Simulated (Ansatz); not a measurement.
Ansatz (an electronic-structure program) input (RPA@PBE/def2-QZVPP):
A basis named .json is the Basis Set Exchange file of that set.

Ansatz 0.2 input:
```yaml
crystal:
  periodic: [false, false, false]
  atoms:
    - {symbol: Ta, position_ang: [-0.00000000, 0.00000000, -0.00000000]}
    - {symbol: C, position_ang: [1.74787351, -1.00852110, -0.78711037]}
    - {symbol: C, position_ang: [-0.94391181, 1.60055815, -1.11308736]}
    - {symbol: C, position_ang: [0.70789516, 0.95646436, 1.80991153]}
    - {symbol: C, position_ang: [-1.51185686, -1.54850141, 0.09028619]}
    - {symbol: H, position_ang: [2.56881274, -0.30008764, -0.94852153]}
    - {symbol: H, position_ang: [2.11216635, -1.79503083, -0.11164918]}
    - {symbol: H, position_ang: [1.52807231, -1.47455179, -1.75477538]}
    - {symbol: H, position_ang: [-1.28112994, 1.24833671, -2.09497164]}
    - {symbol: H, position_ang: [-0.24038950, 2.42280085, -1.28871778]}
    - {symbol: H, position_ang: [-1.81640242, 2.01283126, -0.58740146]}
    - {symbol: H, position_ang: [1.14547557, 0.22135313, 2.49548254]}
    - {symbol: H, position_ang: [-0.11657975, 1.44463134, 2.34264681]}
    - {symbol: H, position_ang: [1.47194418, 1.71905579, 1.60439255]}
    - {symbol: H, position_ang: [-1.76770810, -1.93685621, -0.90534191]}
    - {symbol: H, position_ang: [-2.43315838, -1.16960219, 0.54801062]}
    - {symbol: H, position_ang: [-1.17110306, -2.39288040, 0.70084636]}
basis:
  gaussian:
    orbitals: def2-QZVPP.json
hamiltonian:
  xc: pbe
magnetization: {spin_polarized: true, initial_magnetization: 1}
correlation: {method: rpa, electrons: outside_noble_gas}
```

Output:

```
Functional definition: PBE
integrals: 7.93 GiB planned
3938 factors; integrals over basis functions are off by at most 1.1e-3 eV
0.75 GiB of the device are held for the grids
10.19 GiB of device memory are held for the factors and their scratch space
mean field: 10.65 GiB planned
mean field evaluation 1: about -5852.6191 eV, gradient 9.2e1 eV
mean field evaluation 2: about -5852.6156 eV, gradient 9.2e1 eV
mean field evaluation 4: about -5869.2570 eV, gradient 5.4e1 eV
mean field evaluation 8: about -5891.0202 eV, gradient 4.1e-1 eV
mean field evaluation 16: about -5891.0223 eV, gradient 6.6e-4 eV
mean field evaluation 32: about -5890.6332 eV, gradient 1.9e-6 eV
mean field evaluation 64: about -5890.6929 eV, gradient 1.8e0 eV
mean field -5891.02233613 eV, -216.4910777745 hartree, gradient 4.5e-6 eV, S^2 0.753095; 5 other end points of the search recorded, 0 dependent functions left out
8 core orbitals not correlated
reference -5845.25407876 eV, -214.8091253388 hartree; 17, 16 occupied and 644, 645 virtual orbitals, 3938 factors
Total energy: -5889.90971901 eV, -216.4501898496 hartree
```

The spin state was set by rule; other spins were not relaxed.
